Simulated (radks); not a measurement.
Values are calculated unless marked as measured or tabulated.
Task: Rb4+, 33 electrons, occupied as [Ar] 3d10 4s2 4p3. Level of theory: Dirac Kohn-Sham, PW91, spin-unpolarised, spherical densities, finite nucleus; open shells fill j = l - 1/2 first; Fermi nuclear charge, rms radius 4.2036 fm (a radial shooting solver on a logarithmic mesh with Libxc functionals). Some entries of the table are withheld. Estimate them.

| orbital | occ. | eigenvalue (eV) | <r^2> (bohr^2) | r(max) (bohr) |
|---|---|---|---|---|
| 1s1/2 | 2 | -15084.01 | 0.002187 | 0.02628 |
| 2s1/2 | 2 | (1) | 0.03722 | 0.1496 |
| 2p1/2 | 2 | -1874.203 | 0.02844 | (2) |
| 2p3/2 | 4 | -1813.365 | 0.02986 | (3) |
| 3s1/2 | 2 | -350.0896 | 0.2988 | 0.4509 |
| 3p1/2 | 2 | (4) | 0.3051 | 0.4403 |
| 3p3/2 | 4 | (5) | 0.3174 | 0.4491 |
| 3d3/2 | 4 | -157.0842 | 0.3312 | 0.3909 |
| 3d5/2 | 6 | -155.5221 | 0.3357 | 0.3936 |
| 4s1/2 | 2 | -78.4828 | 2.089 | 1.222 |
| 4p1/2 | 2 | -61.3283 | (6) | 1.328 |
| 4p3/2 | 1 | -60.1446 | (7) | 1.351 |

Result: 
(1) 2s1/2 eigenvalue (eV): -2060.523
(2) 2p1/2 r(max) (bohr): 0.1173
(3) 2p3/2 r(max) (bohr): 0.1207
(4) 3p1/2 eigenvalue (eV): -283.2757
(5) 3p3/2 eigenvalue (eV): -274.1110
(6) 4p1/2 <r^2> (bohr^2): 2.559
(7) 4p3/2 <r^2> (bohr^2): 2.641
